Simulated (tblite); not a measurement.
Calculated harmonic vibrations of the isolated species, GFN2-xTB (tblite), most abundant isotopes, no scaling. This tight-binding method is rough: wavenumbers can miss measured ones by several per cent, in bad cases by 10 to 20. Modes of hydrogen on silicon can be 10 to 20 % off. One conformer each. Open shells enter through the occupations alone, without spin polarisation, and single modes of such species can be off by tens of per cent. Thermal functions are those of the rigid rotor and harmonic oscillator, without mixing of conformers.

Task: Order these by their zero-point energy, highest first (kJ/mol).
A. `CC(C)(C)S[SiH2]N[SiH3]`
B. `C#C[C@@H]1C[SiH2][C@@H](F)[C@@H]1[SiH2]F`
C. `CCC[Si@@H](NC)[C@@H]1C[C@H]1F`
D. `F[C@](Cl)(/C=[C]\[S-])CCl` [radical]
E. `C[C@@H](CF)[C@H]1CCN([SiH3])C1`
F. `CCCN[Si@H]([SiH3])SC`
G. `CS(=O)(=O)C1C[SiH2][SiH2]C1`

Result: C (573.3), E (568.6), F (474.7), A (468.0), G (395.9), B (357.3), D (149.4).

```tsv
SMILES	atoms	mass (u)	symmetry number	modes under 300 cm⁻¹	ZPE (kJ/mol)	S translation (J/(mol K))	S rotation	S vibration	S spin	S	Cp
CCC[Si@@H](NC)[C@@H]1C[C@H]1F	26	161.10	1	12	573.3	172.2	129.9	196.0	0.0	498.2	211.3
C[C@@H](CF)[C@H]1CCN([SiH3])C1	26	161.10	1	10	568.6	172.2	128.4	164.3	0.0	465.0	198.7
CCCN[Si@H]([SiH3])SC	23	165.05	1	12	474.7	172.5	128.9	211.9	0.0	513.4	210.9
CC(C)(C)S[SiH2]N[SiH3]	23	165.05	1	13	468.0	172.5	127.7	198.9	0.0	499.1	216.8
CS(=O)(=O)C1C[SiH2][SiH2]C1	21	180.01	1	9	395.9	173.6	125.4	147.6	0.0	446.7	203.3
C#C[C@@H]1C[SiH2][C@@H](F)[C@@H]1[SiH2]F	20	176.03	1	8	357.3	173.3	128.4	161.7	0.0	463.5	203.4
F[C@](Cl)(/C=[C]\[S-])CCl	11	171.93	1	8	149.4	173.0	127.6	125.2	5.8	431.6	138.7
```

Entropies and Cp are for 298.15 K and 1 bar.
